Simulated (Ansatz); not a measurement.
Job for Ansatz (a first-principles code): R-CCSD(T)/cc-pVDZ on H2O (SMILES O).

Ansatz 0.2 input:
```yaml
crystal:
  periodic: [false, false, false]
  atoms:
    - {symbol: O, position_ang: [-0.00000000, 0.00000000, 0.38961139]}
    - {symbol: H, position_ang: [0.00000000, 0.76498632, -0.19485569]}
    - {symbol: H, position_ang: [0.00000000, -0.76498632, -0.19485569]}
basis:
  gaussian:
    orbitals: cc-pVDZ
magnetization: {spin_polarized: false}
correlation: {method: ccsd_t, electrons: outside_noble_gas}
scf: {lower_state_search: off}
```

**Question.** Predict the final total energy.

**Answer.** -76.2410 hartree (reference determinant -76.0264, T1 diagnostic 0.006).
